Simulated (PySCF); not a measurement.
# Os⁷⁵⁺ (osmium, charge +75) across methods

1s1, 2S determinant. All numbers are calculated (PySCF 2.14, the non-relativistic Hamiltonian (point nucleus), in an uncontracted even-tempered set (15 s from 230 bohr⁻², ratio 2.2; 7 p from 340 bohr⁻², ratio 2.4; 4 d from 1000 bohr⁻², ratio 2.4; 3 f from 1500 bohr⁻², ratio 2.4; 3 g from 2300 bohr⁻², ratio 2.4)).

```
method  E (hartree)  mean ε 1s α (eV)  Σ⟨r²⟩ (bohr²)   ⟨S²⟩
   UHF  -2887.99874          -78586.4      0.0005194  0.750
r2SCAN     -2888.00          -78158.8      0.0005196  0.750
  PBE0     -2887.63          -78222.1      0.0005198  0.750
M06-2X     -2887.84          -78329.4      0.0005198  0.750
   LDA     -2884.70          -78035.7      0.0005203  0.750
  PW91     -2887.58          -78104.4      0.0005199  0.750
```

**Question.** Estimate the same row for PBE.

**Answer.** E (hartree) = -2887.51; mean ε 1s α (eV) = -78100.7; Σ⟨r²⟩ (bohr²) = 0.0005199; ⟨S²⟩ = 0.750.

A non-relativistic calculation at this Z misses sizeable relativistic shifts. For one electron the Hartree and exchange-correlation energies should cancel; what remains is the self-interaction error.
